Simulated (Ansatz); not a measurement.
`C[CH2][SbH2]` + `CNC` → `C[N](C)[SbH2]` + `CC` at 700 K and 1 bar (ligand exchange at the Sb–C bond).

Gas-phase electronic energies from Ansatz, PBE0-D4/def2-TZVP geometries. CCSD(T)/CBS is the MP2 limit (def2-TZVPP, def2-QZVPP) plus CCSD(T) − MP2 in def2-TZVPP, frozen cores. This one scheme is used for every species. Elements past krypton have def2 core potentials. For Sb outer-core shells are correlated without core-valence functions, which leaves a few kJ/mol of doubt a bond.

```json
{"species": "`C[CH2][SbH2]`", "CCSD(T)/CBS energy (Eh)": "-320.31453", "H − E (kJ/mol)": "270.5", "S (J/(mol·K))": "411.9"}
{"species": "`CNC`", "CCSD(T)/CBS energy (Eh)": "-135.00321", "H − E (kJ/mol)": "296.9", "S (J/(mol·K))": "352.4"}
{"species": "`C[N](C)[SbH2]`", "CCSD(T)/CBS energy (Eh)": "-375.59739", "H − E (kJ/mol)": "326.6", "S (J/(mol·K))": "459.8"}
{"species": "`CC`", "CCSD(T)/CBS energy (Eh)": "-79.71954", "H − E (kJ/mol)": "238.1", "S (J/(mol·K))": "289.3"}
```

H − E and S are ideal-gas, rigid-rotor, harmonic terms from PBE0-D4/def2-TZVP. 1 Eh = 2625.50 kJ/mol, R = 8.31446 J/(mol·K).

By hand: ΔE, ΔH, ΔS and ΔG.

ΔE = (-375.59739) + (-79.71954) − (-320.31453) − (-135.00321) = 0.00081 Eh = 2.1 kJ/mol. Δ(H − E) = 326.6 + 238.1 − 270.5 − 296.9 = -2.7, so ΔH = -0.6 kJ/mol. ΔS = 459.8 + 289.3 − 411.9 − 352.4 = -15.2 J/(mol·K). ΔG = -0.6 − 700 × (-15.2)/1000 = 10.0 kJ/mol.

By hand: the equilibrium constant, and the temperature at which ΔG would vanish if ΔH and ΔS stayed fixed.

log₁₀ K = −ΔG/(RT ln 10) = -0.7. ΔG = 0 at ΔH/ΔS = 39 K, though so small a ΔH makes that figure unsure.

TΔS isn't small against ΔH here. A doubt of 5 kJ/mol in ΔE shifts log₁₀ K by 0.4 here. These are equilibria of isolated gas molecules and say nothing of rates. Largest T1 diagnostic: 0.013 (customary marks: 0.02 for closed shells, 0.045 for open ones).
